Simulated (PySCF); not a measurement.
## First hyperpolarisability: `B[C+](C)C=C`, [C$_{4}$H$_{8}$B]+, charge +1

Molfile (atoms numbered from 1):
```
C4H8B
     RDKit          3D

 13 12  0  0  0  0  0  0  0  0999 V2000
   -1.3057    1.4487    0.2521 B   0  0  0  0  0  0  0  0  0  0  0  0
   -0.3477    0.2934    0.0380 C   0  0  0  0  0  0  0  0  0  0  0  0
   -0.9428   -1.0318   -0.1744 C   0  0  0  0  0  0  0  0  0  0  0  0
    1.0659    0.4872    0.0410 C   0  0  0  0  0  0  0  0  0  0  0  0
    1.9820   -0.4958   -0.0757 C   0  0  0  0  0  0  0  0  0  0  0  0
   -1.6786    1.7153    1.3249 H   0  0  0  0  0  0  0  0  0  0  0  0
   -1.7052    2.0681   -0.6524 H   0  0  0  0  0  0  0  0  0  0  0  0
   -0.6115   -1.7234    0.6055 H   0  0  0  0  0  0  0  0  0  0  0  0
   -0.5942   -1.4623   -1.1166 H   0  0  0  0  0  0  0  0  0  0  0  0
   -2.0297   -0.9979   -0.1747 H   0  0  0  0  0  0  0  0  0  0  0  0
    1.4069    1.5083    0.1548 H   0  0  0  0  0  0  0  0  0  0  0  0
    3.0369   -0.2715   -0.0630 H   0  0  0  0  0  0  0  0  0  0  0  0
    1.7192   -1.5377   -0.1775 H   0  0  0  0  0  0  0  0  0  0  0  0
  1  2  1  0
  2  3  1  0
  2  4  1  0
  4  5  2  0
  1  6  1  0
  1  7  1  0
  3  8  1  0
  3  9  1  0
  3 10  1  0
  4 11  1  0
  5 12  1  0
  5 13  1  0
M  CHG  1   2   1
M  END
```

Level of theory: quadratic response wB97X-D/def2-SVPD first hyperpolarisability, Taylor convention, gas phase (PySCF). Geometry: GFN2-xTB.

(1) Give β for the processes computed.

(2) Which lowest excitations and polarisabilities go with it?

## Answers

(1) In 10⁻³⁰ esu, Taylor convention; the vector part is βᵢ = ⅓ Σⱼ (βᵢⱼⱼ + βⱼᵢⱼ + βⱼⱼᵢ):
| process | λ (nm) | β vector norm | β HRS | depolarisation ratio |
| --- | --- | --- | --- | --- |
| static β(0;0,0) | ∞ | 1.91 | 1.13 | 2.51 |
| second harmonic β(−2ω;ω,ω) | 1907 | 2.07 | 1.22 | 2.52 |
| Pockels β(−ω;ω,0) | 1907 | 1.97 | – | – |
| second harmonic β(−2ω;ω,ω) | 1340 | 2.26 | 1.33 | 2.52 |
| Pockels β(−ω;ω,0) | 1340 | 2.02 | – | – |

(2) S1 4.75 eV (f = 0.031); S2 4.90 eV (f = 0.337); S3 5.27 eV (f = 0.002); isotropic α 60.9 au static, 61.2 au at 1907 nm, 61.5 au at 1340 nm, 62.2 au at 953.5 nm, 63.8 au at 670 nm.
